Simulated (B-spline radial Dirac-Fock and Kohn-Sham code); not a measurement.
**Dipole and non-dipole photoemission parameters of W³⁺ 5p3/2**

System: tungsten as W³⁺ in the configuration [Xe] 4f14 5d3; threshold 75.63 eV (orbital energy of the model). Model: Dirac-Hartree-Slater photoionisation with a Latter tail; cross sections with all multipoles, angular parameters from the dipole term and its interference with E2. Program: a radial B-spline solver.

```
hν (eV)  σ (kb)       β       γ       δ
    104     374   0.492   0.396  -0.045
    129     239  -0.118   0.240  -0.030
    130     236  -0.132   0.232  -0.029
    158     178  -0.264   0.040  -0.001
    176       ?       ?       ?       ?
    200     138  -0.070  -0.073   0.027
    285    96.3   0.409  -0.007   0.040
    325    84.3   0.581   0.049   0.039
    369    73.8   0.734   0.106   0.036
    383    71.0   0.776   0.122   0.035
    400    67.7   0.823   0.141   0.034
    404    67.0   0.833   0.146   0.033
    600    41.9   1.186   0.270   0.018
    722    32.9   1.311   0.283   0.012
   1070    18.9   1.510   0.224   0.002
   1210    15.7   1.557   0.187   0.000
   1230    15.3   1.563   0.181   0.000
 1486.9    11.3   1.622   0.114  -0.001
   2000    6.91   1.691   0.015  -0.001
   2090    6.40   1.699   0.003   0.000
   2700    4.03   1.734  -0.041   0.002
   4170    1.72   1.757   0.028   0.007
   6000   0.793   1.743   0.260   0.012
   6820   0.595   1.731   0.379   0.014
 8047.8   0.407   1.711   0.560   0.018
   8570   0.351   1.702   0.636   0.019
  13800   0.109   1.609   1.325   0.038
```

Question: Give the values at 176 eV.

Answer: σ = 158 kb, β = -0.205, γ = -0.032, δ = 0.013.

Values without a named source are computed, but for edge energies of neutral atoms, which are taken from tables.
